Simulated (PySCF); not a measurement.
Si(Vi)(NH2)2(NMe2), SMILES C=C[Si](N)(N)N(C)C (GFN2-xTB optimised geometry):

```
21

C     -0.056     2.239     0.122
C     -0.854     1.193     0.000
Si    -0.302    -0.613     0.000
N     -0.915    -1.555    -1.331
N      1.433    -0.613     0.000
N     -0.999    -1.366     1.384
C     -1.061    -0.687     2.652
C     -1.034    -2.798     1.527
H      1.006     2.120     0.257
H     -0.418     3.257     0.104
H     -1.915     1.375    -0.128
H     -0.580    -1.322    -2.252
H     -1.908    -1.714    -1.370
H      1.915    -0.116    -0.731
H      1.896    -1.491     0.170
H     -0.209    -0.942     3.295
H     -1.979    -0.967     3.179
H     -1.060     0.387     2.490
H     -0.988    -3.257     0.544
H     -1.963    -3.101     2.021
H     -0.195    -3.168     2.130
```

Calculation: PySCF with PBE0/def2-SVP.

Question: What are the frontier orbital energies and the dipole moment?

Answer: HOMO-2 -7.14 eV, HOMO-1 -6.88 eV, HOMO -5.94 eV, LUMO 0.17 eV, LUMO+1 1.59 eV; dipole moment 1.30 D.

On the same geometry PBE/def2-SVP (PySCF) gives HOMO-2 -5.61 eV, HOMO-1 -5.41 eV, HOMO -4.56 eV, LUMO -0.84 eV, LUMO+1 0.69 eV; dipole moment 1.35 D.

Meta-Löwdin charges at PBE0/def2-SVP: C1 -0.20, C2 -0.36, Si3 1.10, N4 -0.71, N5 -0.71, N6 -0.44, C7 -0.19, C8 -0.19, H9 0.10, H10 0.10, H11 0.10, H12 0.21, H13 0.21, H14 0.21, H15 0.21, H16 0.08, H17 0.09, H18 0.11, H19 0.11, H20 0.09, H21 0.07.
